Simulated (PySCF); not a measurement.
Computed shifts of a molecule C2H8FNSi2, PBE/pcSseg-1 run with PySCF, GIAO, gas phase, atoms alike by connectivity averaged where their shifts nearly agree, in ppm (number of nuclei): ¹³C: 147.6 (1), 144.1 (1). ²⁹Si: -14.9 (1), -57.6 (1). ¹⁹F: -176.8 (1). ¹⁵N: 34.3 (1). ¹H: 6.82 (1), 6.67 (1), 6.63 (1), 5.48 (1), 5.11 (3), 1.01 (1). References: ¹³C against TMS (σ = 182.0 ppm); ²⁹Si against TMS (σ = 335.4 ppm); ¹⁹F against CFCl3 (σ = 133.6 ppm); ¹⁵N against NH3 (σ = 267.0 ppm); ¹H against TMS (σ = 31.49 ppm), references at their B3LYP-D3(BJ)/def2-TZVP geometries, non-relativistic. The structure is a stationary point at B3LYP-D3(BJ)/def2-SVP. The values are those of a single conformer.

Task: Which molecule gave these data?
A. C=C(F)[Si@H](N)[SiH3]
B. F[C@H]([SiH3])/C=N\[SiH3]
C. C=C[SiH2]N[SiH2]F
D. C=C[Si@@H](F)N[SiH3]

Result: D, C=C[Si@@H](F)N[SiH3]
